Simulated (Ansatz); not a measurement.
Pulling on the Al1–H2 bond in AlBrH2 (SMILES [AlH2][Br]) (multiplicity 1 held, fragments rigid). Energies count from the point at 1.569 Å.
Geometry at that point (charge 0, multiplicity 1):
```xyz
4

Al    -0.835    -1.299     0.206
H     -0.324    -2.329     1.274
H     -2.126    -1.479    -0.668
Br     0.380     0.591    -0.094
```

Restricted levels (R-, RO-) in cc, def2 and unpolarised 6-31G sets keep to the state of the molecule at rest. U- levels take the lowest unrestricted solution at each point, which mixes spins at long bonds. Active spaces are followed from a long bond inwards. Levels need not reach the same state.

Frozen-core correlation. Filled d and f shells under p-block atoms count as core.

Programs: Ansatz (a quantum-chemistry and plane-wave program). Each number belongs to the level named beside it.

```json
[
 {"level": "R-HF/def2-SVP", "energy at R = 5.022 Å (kcal/mol)": "161.39"},
 {"level": "U-HF/def2-SVP", "energy at R = 5.022 Å (kcal/mol)": "68.32"},
 {"level": "R-SCS-MP2/def2-SVP", "energy at R = 5.022 Å (kcal/mol)": "106.79"},
 {"level": "U-SCS-MP2/def2-SVP", "energy at R = 5.022 Å (kcal/mol)": "83.95"},
 {"level": "U-CCSD/def2-SVP", "energy at R = 5.022 Å (kcal/mol)": "84.37"},
 {"level": "U-CCSD(T)/def2-SVP", "energy at R = 5.022 Å (kcal/mol)": "84.32"},
 {"level": "SC-NEVPT2 on CASSCF(2,2)/def2-SVP", "energy at R = 5.022 Å (kcal/mol)": "?"},
 {"level": "FIC-NEVPT4(SD) on CASSCF(2,2)/def2-SVP", "energy at R = 5.022 Å (kcal/mol)": "83.98"},
 {"level": "FIC-MRCISD+Q on CASSCF(2,2)/def2-SVP", "energy at R = 5.022 Å (kcal/mol)": "84.47"}
]
```

Question: Complete the blanks.

Answer: 
- SC-NEVPT2 on CASSCF(2,2)/def2-SVP, energy at R = 5.022 Å (kcal/mol): 81.04

Doubts at one or more of the structures used: a restricted determinant that unrestricted orbitals would lower (R-HF/def2-SVP, R-SCS-MP2/def2-SVP); a spin-contaminated determinant (U-HF/def2-SVP, U-SCS-MP2/def2-SVP, U-CCSD/def2-SVP, U-CCSD(T)/def2-SVP).
